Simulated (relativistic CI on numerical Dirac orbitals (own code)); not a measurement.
**Sensitivity of the levels of Rb19+ to α and to the nuclear radius**

Computed by Dirac-Coulomb-Breit CI, orbitals from a KLI potential per configuration, derivatives by finite differences, unscaled Slater integrals, QED left out (own radial code, finite nucleus).

Configuration list (outside the closed core [Ne]): 3s2 3p6, 3s2 3p5 3d, 3s 3p6 3d, 3s2 3p5 4s, 3p6 3d2, 3p5 3d3, 3p5 3d2 4s. Double excitations out of closed p, d and f shells are left out; levels of such configurations are missing from the list, as are those of other unlisted configurations, and high levels can miss mixing partners.

With x = (α/α₀)² − 1 an excitation energy changes as ω = ω₀ + qx; K = 2q/ω₀ is the relative enhancement. Terms are leading LS components, so labels can repeat. The field-shift factor is F = δν/δ⟨r²⟩ for the transition from the lowest level.

Lowest level 3s2 3p6 1S_0.

```csv
Level,ω₀ (cm⁻¹),q (cm⁻¹),F (GHz/fm²)
3s2 3p5 3d 3P°_0,739189,7512,0.985
3s2 3p5 3d 3P°_1,752731,16130,0.967
3s2 3p5 3d 3P°_2,780733,32420,0.957
3s2 3p5 3d 3F°_4,788953,25590,1.11
3s2 3p5 3d 3F°_3,789973,13000,0.993
3s2 3p5 3d 3F°_2,810849,23660,0.967
3s2 3p5 3d 3D°_3,846451,25650,1.16
3s2 3p5 3d 3D°_1,879489,59370,0.693
3s2 3p5 3d 3F°_2,888900,98890,0.24
3s2 3p5 3d 3D°_2,916196,114900,0.352
3s2 3p5 3d 1F°_3,925909,122200,0.278
3s2 3p5 3d 1P°_1,1116691,70580,0.785
3s 3p6 3d 3D_1,1512227,134800,-98.7
```

At this charge energies of transitions that change n are usually good to better than 1 %, and those within a shell (Δn = 0) to a few per cent.

**Question.** Which transition from the lowest level has the largest |K|?

**Answer.** 3s2 3p5 3d 1F°_3 at 925909 cm⁻¹, K = 0.264.
